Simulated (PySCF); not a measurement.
This PySCF input asks for the NMR shieldings of `BC/C(C)=C/C#CCC=C`, C₉H₁₃B; the geometry comes from GFN2-xTB.

```python
import basis_set_exchange as bse
import numpy as np
from pyscf import gto, dft
from pyscf.prop import nmr

atoms = """
B     2.854709    1.063779    1.824237
C     3.399294    0.379404    0.519761
C     1.959200    0.110906    0.190927
C     1.452770   -1.281759    0.404578
C     1.156318    1.104177   -0.244601
C    -0.209621    0.942811   -0.532754
C    -1.380939    0.839404   -0.796523
C    -2.794548    0.665962   -1.072419
C    -3.367005   -0.401810   -0.184693
C    -3.923021   -1.513324   -0.626112
H     2.556806    0.414648    2.752012
H     2.741948    2.226947    1.872881
H     3.878756    1.028903   -0.207635
H     3.957439   -0.547273    0.609411
H     1.764042   -1.657213    1.377063
H     1.871460   -1.942578   -0.356101
H     0.367356   -1.319857    0.336735
H     1.558306    2.092912   -0.423658
H    -2.929624    0.399047   -2.124899
H    -3.308978    1.615932   -0.886334
H    -3.278904   -0.210033    0.876742
H    -4.012228   -1.725743   -1.679597
H    -4.318288   -2.258258    0.043648
"""
names = dict.fromkeys(["B", "C", "H"], "pcSseg-1")
basis = {el: gto.basis.parse(bse.get_basis(n, elements=[el], fmt="nwchem")) for el, n in names.items()}
mol = gto.M(atom=atoms, basis=basis, charge=0, verbose=0)
mf = dft.RKS(mol, xc="PBE0")
mf.grids.level = 2
mf.grids.alignment = dft.numint.BLKSIZE   # the property module wants whole blocks of grid points
mf.conv_tol = 1e-9
mf.kernel()

calc = nmr.RKS(mf)   # GIAO
C = mf.mo_coeff
Co = C[:, mf.mo_occ > 0]
resp = mf.gen_response(singlet=True, hermi=2)
def vind(x):   # induced exchange potential for any number of trial vectors
    d = np.einsum("pi,xij,qj->xpq", C, 2 * x.reshape(-1, C.shape[1], Co.shape[1]), Co, optimize=True)
    return np.einsum("xpq,pi,qj->xij", resp(d - d.transpose(0, 2, 1)), C, Co, optimize=True).ravel()
mo1, _ = nmr.rhf.solve_mo1(calc, with_cphf=vind)
sigma = calc.kernel(mo1)
for i, s in enumerate(sigma):   # ppm
    w = np.linalg.eigvalsh((s + s.T) / 2)
    print("%2d %-2s iso %8.1f  s11 %8.1f  s22 %8.1f  s33 %8.1f" % (i, mol.atom_pure_symbol(i), w.mean(), *w))
```

Q: What does it print?

A: 
```
 0 B  iso     61.2  s11     13.9  s22     34.7  s33    135.2
 1 C  iso    147.6  s11    116.3  s22    138.6  s33    187.8
 2 C  iso     50.3  s11    -64.1  s22     50.2  s33    164.7
 3 C  iso    161.9  s11    148.6  s22    152.0  s33    184.9
 4 C  iso     58.5  s11    -47.6  s22     77.8  s33    145.4
 5 C  iso    100.4  s11      9.9  s22     22.8  s33    268.3
 6 C  iso     80.0  s11      9.4  s22     28.0  s33    202.6
 7 C  iso    157.2  s11    145.2  s22    154.7  s33    171.6
 8 C  iso     43.7  s11    -79.0  s22     54.8  s33    155.3
 9 C  iso     64.1  s11    -47.2  s22     81.4  s33    157.9
10 H  iso     27.3  s11     24.1  s22     26.7  s33     30.9
11 H  iso     26.7  s11     23.4  s22     25.9  s33     30.8
12 H  iso     29.1  s11     25.0  s22     27.1  s33     35.2
13 H  iso     29.2  s11     25.0  s22     28.2  s33     34.3
14 H  iso     30.0  s11     25.7  s22     28.9  s33     35.4
15 H  iso     29.9  s11     26.2  s22     27.6  s33     35.8
16 H  iso     28.9  s11     23.3  s22     28.9  s33     34.5
17 H  iso     26.2  s11     22.3  s22     25.7  s33     30.5
18 H  iso     28.5  s11     24.5  s22     27.8  s33     33.1
19 H  iso     28.3  s11     23.7  s22     27.2  s33     33.9
20 H  iso     25.5  s11     23.0  s22     25.2  s33     28.3
21 H  iso     26.3  s11     22.8  s22     25.8  s33     30.2
22 H  iso     26.3  s11     23.4  s22     25.5  s33     30.1
```

These numbers come from an equivalent density-fitted implementation of the same equations, which agrees with the script to about 0.01 ppm for H and up to a few tenths of a ppm for heavy atoms, so last digits may differ.

Size and cost of the density-fitted run: 235 basis functions, 97 s wall time on 1 thread of an Arm Neoverse N1, shared host; peak memory 1.1 GiB.
